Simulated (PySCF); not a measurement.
2-chlorocyclopenta-1,3-diene (C5H5Cl), SMILES C1(=CCC=C1)Cl.

Geometry optimised at PBE0-D3(BJ)/def2-SVP. One conformer was computed; it need not be the lowest.

Two levels are set side by side: PBE/def2-TZVP (PySCF) and ωB97X/def2-TZVP (PySCF). Same geometry, gas phase. Differences are taken from unrounded values.

```json
[
 {"quantity": "orbital gap (eV)", "PBE": "3.73"},
 {"quantity": "highest occupied level (eV)", "PBE": "-5.49"},
 {"quantity": "lowest empty level (eV)", "PBE": "-1.76"},
 {"quantity": "dipole moment (D)", "PBE": "1.97"},
 {"quantity": "mean polarisability (bohr³)", "PBE": "68.9"}
]
```

These are the PBE values. What does ωB97X give? (The exact figures need the calculation; the answer reports its results.)


```
quantity                     ωB97X  PBE minus ωB97X
---------------------------  -----  ---------------
orbital gap (eV)             10.09            -6.36
highest occupied level (eV)  -8.80             3.31
lowest empty level (eV)       1.29            -3.05
dipole moment (D)             2.10            -0.13
mean polarisability (bohr³)   66.5              2.5
```

PBE's occupied levels lie high since its potential decays too fast outside the molecule; exact exchange lowers them and widens the gap. PBE's more diffuse valence density responds more strongly to a field. Differences between two approximate levels are no errors against the true value.

Rough cost on one machine, each run with all the roots and properties that it gave: ωB97X against PBE within a factor of 2.
